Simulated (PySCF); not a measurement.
H₄NSi, doublet, at a GFN2-xTB geometry; MP2/6-31G** (PySCF).

Here is a job for PySCF.
```python
from pyscf import gto, scf, mp

mol = gto.Mole()
mol.atom = '''
    N     1.07284404   -0.47233394   -0.03757332
    Si   -0.46623376    0.17659403    0.02505938
    H     1.90814349    0.00985181   -0.32564380
    H    -0.91969709   -0.03779712    1.41254787
    H    -1.29533293   -0.71428448   -0.80899513
    H    -0.67574904    1.57625096   -0.36572701
'''
mol.basis = '6-31g**'
mol.spin = 1
mol.verbose = 4
mol.build()

mf = scf.UHF(mol)
mf.kernel()

pt = mp.MP2(mf, frozen=6)
pt.kernel()
print('E(MP2) = %.10f' % pt.e_tot)
```

What the program printed (banner, timings and long lists left out):

```
PySCF version 2.14.0

[INPUT] verbose = 4
[INPUT] num. atoms = 6
[INPUT] num. electrons = 25
[INPUT] charge = 0
[INPUT] spin (= nelec alpha-beta = 2S) = 1
[INPUT] symmetry False subgroup None
[INPUT] Mole.unit = angstrom
[INPUT] Symbol           X                Y                Z      unit          X                Y                Z       unit  Magmom
[INPUT]  1 N      1.072844040000  -0.472333940000  -0.037573320000 AA    2.027381409972  -0.892581785937  -0.071003284391 Bohr   0.0
[INPUT]  2 Si    -0.466233760000   0.176594030000   0.025059380000 AA   -0.881054116426   0.333714351933   0.047355365051 Bohr   0.0
[INPUT]  3 H      1.908143490000   0.009851810000  -0.325643800000 AA    3.605868602472   0.018617222731  -0.615377596163 Bohr   0.0
[INPUT]  4 H     -0.919697090000  -0.037797120000   1.412547870000 AA   -1.737975617659  -0.071426205097   2.669328612138 Bohr   0.0
[INPUT]  5 H     -1.295332930000  -0.714284480000  -0.808995130000 AA   -2.447824477830  -1.349802042227  -1.528779231807 Bohr   0.0
[INPUT]  6 H     -0.675749040000   1.576250960000  -0.365727010000 AA   -1.276980614538   2.978682617983  -0.691123885256 Bohr   0.0

nuclear repulsion = 58.3575039430166
number of shells = 26
number of NR pGTOs = 106
number of NR cGTOs = 52
basis = 6-31g**
ecp = {}

******** <class 'pyscf.scf.uhf.UHF'> ********
method = UHF
initial guess = minao
damping factor = 0
level_shift factor = 0
DIIS = <class 'pyscf.scf.diis.CDIIS'>
diis_start_cycle = 1
diis_space = 8
diis_damp = 0
SCF conv_tol = 1e-09
SCF conv_tol_grad = None
SCF max_cycles = 50
direct_scf = True
direct_scf_tol = 1e-13
number electrons alpha = 13  beta = 12
Set gradient conv threshold to 3.16228e-05
init E= -345.391994748371

cycle= 1 E= -345.59049480546  delta_E= -0.199  |g|= 0.216  |ddm|= 1.42
cycle= 2 E= -345.64019122526  delta_E= -0.0497  |g|= 0.0865  |ddm|= 0.269
cycle= 3 E= -345.649046093332  delta_E= -0.00885  |g|= 0.0392  |ddm|= 0.122
cycle= 4 E= -345.65119656997  delta_E= -0.00215  |g|= 0.0127  |ddm|= 0.0544
cycle= 5 E= -345.651551710735  delta_E= -0.000355  |g|= 0.00541  |ddm|= 0.0268
cycle= 6 E= -345.651615489646  delta_E= -6.38e-05  |g|= 0.00223  |ddm|= 0.0145
cycle= 7 E= -345.651626502966  delta_E= -1.1e-05  |g|= 0.000738  |ddm|= 0.0075
cycle= 8 E= -345.651627679891  delta_E= -1.18e-06  |g|= 0.000205  |ddm|= 0.00248
cycle= 9 E= -345.65162777337  delta_E= -9.35e-08  |g|= 5.23e-05  |ddm|= 0.000715
cycle= 10 E= -345.651627779093  delta_E= -5.72e-09  |g|= 1e-05  |ddm|= 0.000188
cycle= 11 E= -345.651627779267  delta_E= -1.74e-10  |g|= 3.64e-06  |ddm|= 2.68e-05
Extra cycle  E= -345.651627779285  delta_E= -1.82e-11  |g|= 2.12e-06  |ddm|= 5.8e-06
converged SCF energy = -345.651627779285  <S^2> = 0.75850832  2S+1 = 2.0084903

******** <class 'pyscf.mp.ump2.UMP2'> ********
nocc = (np.int64(7), np.int64(6)), nmo = (46, 46)
frozen orbitals 6
E(UMP2) = -345.882798430849  E_corr = -0.231170651564095
E(SCS-UMP2) = -345.890181968585  E_corr = -0.238554189300133
E_corr(same-spin) = -0.0448276068193628
E_corr(oppo-spin) = -0.186343044744732
E(MP2) = -345.8827984308
```
